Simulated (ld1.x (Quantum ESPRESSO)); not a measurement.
# Building the PAW potential for cobalt (LDA (PZ), scalar-relativistic).

- Element: Co (Z = 27)
- Generator: ld1.x (Quantum ESPRESSO) 7.5
- Type: PAW
- Functional: LDA (PZ)
- Relativity: scalar-relativistic
- Frozen core: [Ar]
- Valence charge: 9
- Reference configuration: 3d7 4s2 4p0
- Partial waves: 4s (bound): rcut 2.45, rcutus 2.65 bohr; 4s channel at 1.5 Ry: rcut 2.45, rcutus 2.65 bohr; 4p (bound, empty): rcut 2.75, rcutus 3.75 bohr; 4p channel at 4.4 Ry: rcut 2.75, rcutus 3.75 bohr; 3d (bound): rcut 0.80, rcutus 1.10 bohr; 3d channel at 0.6 Ry: rcut 0.80, rcutus 1.10 bohr
- Local potential: all-electron potential smoothed inside 0.95 bohr (lloc = -2)
- Core correction: Bessel-smoothed model core, default radius (core density twice the valence density)
- Augmentation charge: BESSEL, radius 0.85 bohr

- Cutoffs needed: 90 Ry and 160 Ry (the cutoffs (Ry, on a coarse ladder) from which the occupation-weighted sum of valence levels, in a spherical-Bessel basis at the reference potential, stays within 10 and 1 mRy of its value at 400 Ry)
- Ghost test: ghost state, extra bound levels that the all-electron valence spectrum of the same l lacks: s at -123.8 eV; a true bound ghost makes a file unfit for plane-wave use (spherical-Bessel basis up to 400 Ry, 20 bohr box)
- Largest excitation error: +311 meV (all-electron minus pseudo) for 3d7 4s0 4p0, out of 7 test configurations
- Lowest eigenvalue of the overlap operator: 0.15 (s channel)
